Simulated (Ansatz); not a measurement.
Reactions of C2H7GaSi, SMILES `[SiH3][Ga]1[CH2][CH2]1`.

Calculated with Ansatz (gas phase, PBE0-D4/def2-TZVP geometries, no zero-point term in ΔE). CBS: MP2 limit from def2 TZ/QZ plus the TZ coupled-cluster correction, frozen cores. This one scheme is used for every species, atoms too. Open shells (•) are unrestricted, without spin–orbit coupling. Spin–orbit coupling would lower the free atoms: a little for C, Si; clearly for Ga. For Ga, Se outer-core shells are correlated without core-valence functions, so the limit isn't a true one: a few kJ/mol of doubt a bond, and 10 to 20 or more in all where bonds break to atoms. Scalar relativity is left out up to krypton. One conformer a species, not always the lowest.

```
                                                                                    reaction  HF/CBS(def2) (eV)  CCSD(T)/CBS(def2) (eV)
                                  `[SiH3][Ga]1[CH2][CH2]1` + H₂ → `[CH2]1[CH2][GaH]1` + SiH₄               0.09                    0.58
`[SiH3][Ga]1[CH2][CH2]1` + `O[SiH](F)[SiH3]` → `F[SiH]([SiH3])O[SiH3]` + `[CH2]1[CH2][GaH]1`              -0.74                   -0.28
          `[SiH3][Ga]1[CH2][CH2]1` + `[SiH3]C#CS` → `[SiH3]C#CS[SiH3]` + `[CH2]1[CH2][GaH]1`              -0.07                    0.15
                                          `[SiH3][Ga]1[CH2][CH2]1` → 2 C• + Ga• + 7 H• + Si•              27.35                   37.24
                `[SiH3][Ga]1[CH2][CH2]1` + `FC1C=C1` → `FC1C=C1[SiH3]` + `[CH2]1[CH2][GaH]1`               0.29                    0.56
                `[SiH3][Ga]1[CH2][CH2]1` + `COB(O)O` → `COB(O)O[SiH3]` + `[CH2]1[CH2][GaH]1`              -0.42                   -0.01
                                   `[SiH3][Ga]1[CH2][CH2]1` → `[CH2]1[CH2][GaH]1` + `[SiH2]`               2.80                    3.23
      `[SiH3][Ga]1[CH2][CH2]1` + `BC(F)[SiH3]` → `BC(F)([SiH3])[SiH3]` + `[CH2]1[CH2][GaH]1`               0.56                    0.70
                 `[SiH3][Ga]1[CH2][CH2]1` + `NB[SeH]` → `NB[Se][SiH3]` + `[CH2]1[CH2][GaH]1`              -0.02                    0.16
```

Largest T1 diagnostic: 0.016, for `[SiH3][Ga]1[CH2][CH2]1`.
